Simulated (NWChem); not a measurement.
# Correlation energy of HBN

```
B
N 1 1.3082
H 1 1.1834 2 180.00
```
Charge 0, spin multiplicity 2.

The numbers come from NWChem runs, not from measurements. All single points use one geometry, from UB3LYP/def2-SVP, a minimum by its harmonic frequencies.

Basis set: STO-3G. Each correlation energy counts from its own Hartree-Fock reference.

The correlated methods keep 2 core orbitals frozen. The structure started from a generated list of species. The unpaired electrons of the parent sit in orbitals of symmetry b2 (C2v labels of the run); other states weren't searched. No SCF solution was tested for a lower state. Open-shell Hartree-Fock references start from PBE0 orbitals. Coupled-cluster values serve here as a point of comparison, not as the truth.

### Question
For the correlation energy, CCSD on ROHF gives -114.5 mHa and CCSD(T) on ROHF gives -118.1 mHa. What do CCSD[T] on ROHF, CCSDT on ROHF give?

### Answer
CCSD[T] on ROHF: -119.5 mHa; CCSDT on ROHF: -119.0 mHa.
